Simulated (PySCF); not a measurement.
**How the method moves the HOMO and LUMO of `CO[SiH2]N(C)C`**

C3H11NOSi.
Geometry (PBE0-D3(BJ)/def2-SVP, Å), atoms numbered from 1 in this order:
```xyz
17
C3H11NOSi angstrom
C      3.380   -0.161   -0.071
O      2.027   -0.117    0.275
Si     0.796    0.127   -0.829
N     -0.734    0.247   -0.062
C     -1.506   -0.918    0.291
C     -1.168    1.466    0.574
H      3.616   -1.015   -0.734
H      3.714    0.763   -0.582
H      3.982   -0.273    0.844
H      1.072    1.408   -1.551
H      0.752   -1.033   -1.771
H     -1.444   -1.158    1.371
H     -1.156   -1.799   -0.267
H     -2.575   -0.772    0.047
H     -2.223    1.688    0.325
H     -0.561    2.318    0.234
H     -1.090    1.419    1.678
```

Basis pcSseg-1 throughout (PySCF), one geometry. Geometry: PBE0-D3(BJ)/def2-SVP, one conformer, isolated molecule.

How do the orbital energies, the gap and the dipole change with the method?

```csv
method,kind,HOMO (eV),LUMO (eV),gap (eV),μ (D),SCF cycles
BLYP,GGA,-5.07,0.50,5.57,0.10,15
B97-D,GGA,-5.19,0.59,5.79,0.10,15
OPBE,GGA,-5.20,0.72,5.92,0.15,16
PBE,GGA,-5.21,0.41,5.62,0.13,15
LDA,LDA,-5.30,0.13,5.43,0.13,15
BP86,GGA,-5.30,0.40,5.71,0.13,15
KT2,GGA,-5.33,0.24,5.56,0.15,16
KT3,GGA,-5.34,0.36,5.71,0.13,15
B97-2,global hybrid,-6.27,1.32,7.58,0.11,13
B3LYP,global hybrid,-6.28,1.01,7.30,0.10,13
PBE0,global hybrid,-6.52,1.28,7.80,0.11,13
mPW1PW91,global hybrid,-6.55,1.32,7.87,0.11,13
BHandHLYP,global hybrid,-7.76,2.06,9.82,0.17,13
CAM-B3LYP,range-separated hybrid,-7.87,2.21,10.08,0.12,13
wB97X-D,range-separated hybrid,-8.39,3.08,11.46,0.11,14
LC-wPBE,range-separated hybrid,-9.23,3.50,12.74,0.12,14
HF,Hartree–Fock,-9.76,4.26,14.03,0.25,10
```

The HOMO spans 4.69 eV, from BLYP down to HF, and the gap runs from 5.43 eV (LDA) to 14.03 eV (HF). Over the methods BLYP (0 %), B97-D (0 %), OPBE (0 %), PBE (0 %), LDA (0 %), BP86 (0 %), KT2 (0 %), KT3 (0 %), B97-2 (21 %), B3LYP (20 %), PBE0 (25 %), mPW1PW91 (25 %), BHandHLYP (50 %), HF (100 %), a straight line through the gap against the share of exact exchange rises by 0.84 eV for each 10 % (correlation coefficient 0.999). The dipole ranges from 0.10 D (B97-D) to 0.25 D (HF). This basis has no diffuse functions.

The vertical ΔSCF ionisation energy at CAM-B3LYP/def2-SVPD is 8.59 eV; −ε(HOMO) comes closest to it with wB97X-D (8.39 eV).
